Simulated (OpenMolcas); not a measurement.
C³⁺: effect of the active space

```
Program             : OpenMolcas
Method              : CASSCF or its RAS form
Basis               : ANO-RCC-VQZP
Scalar Hamiltonian  : DKH2, point nucleus
Spin-orbit coupling : RASSI with atomic mean-field integrals over the reference wave functions, term energies averaged over their components
```

A. 1 electron in 4 orbitals (2s 2p); 2S+1 = 2 even, 1 root; 2S+1 = 2 odd, 3 roots; cost roughly 8 core-seconds
B. 1 electron in 9 orbitals (RAS2 2s 2p; RAS3 3d, at most 1 electron); 2S+1 = 2 even, 1 root; 2S+1 = 2 odd, 3 roots; cost about 7 core-seconds

Energies in cm⁻¹ above 2s ²S_1/2, the measured ground level; measured values from Moore, Selected Tables of Atomic Spectra, NSRDS-NBS 3, section 3.

```csv
Level,A,B,Measured
2s ²S_1/2,0.0,0.0,0.0
2p ²P°_1/2,65057,65057,64484
2p ²P°_3/2,65157,65157,64592
```

Deviations, from unrounded energies. A percentage is the sum of absolute deviations over the sum of measured energies, with the sign that they share, or ± where signs differ.

```csv
Against measurement,Levels,A,B
mean absolute deviation (cm-1),2,570,570
other configurations (%),2,+0.9,+0.9
```

A, B lie about equally close to measurement. The largest miss of B in the table is 2p ²P°_1/2, by +570 cm-1. The ranking rests on the paired levels alone, and a cruder setting can come out closer through cancelling errors.

Between A and B no level of the table moves by more than 5 cm-1.

With one active electron the reference holds no correlation, so core polarisation is missing. With one active electron outside closed inactive shells, the extra shells (3d) add no correlation to the reference (holds for B). Measured partners are found by configuration, term and J. A level has none where our copy of the source lacks it or the pairing is in doubt (some pairs that miss far off the trend of their configuration count as doubtful), and it then counts in no deviation. Only configurations of the active space appear.

° marks odd parity.
